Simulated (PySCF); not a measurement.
## How methods differ on the excitation energy of V

V [Ar] 3d3 4s2 (4F) → V [Ar] 3d3 4s1 4p1 (high-spin determinant), as a difference of total energies. Computed with PySCF 2.14 in def2-QZVPPD (11s6p5d3f2g, 93 functions), with the non-relativistic Hamiltonian (point nucleus). Correlated levels: valence: [Ar] frozen. The calculations carry no spin-orbit coupling.

| method | excitation energy (eV) |
| --- | --- |
| UHF | 1.001 |
| MP2 (valence) | 1.752 |
| SCS-MP2 (valence) | 2.034 |
| CCSD (valence) | 1.916 |
| CCSD(T) (valence) | 1.968 |

How much does correlation contribute at CCSD(T) (valence)?

1.968 − (1.001) = 0.967 eV, measured against UHF.

The determinant of the upper state mixes LS terms, which raises its energy above the lowest term, most at the Hartree-Fock and MP2 levels.
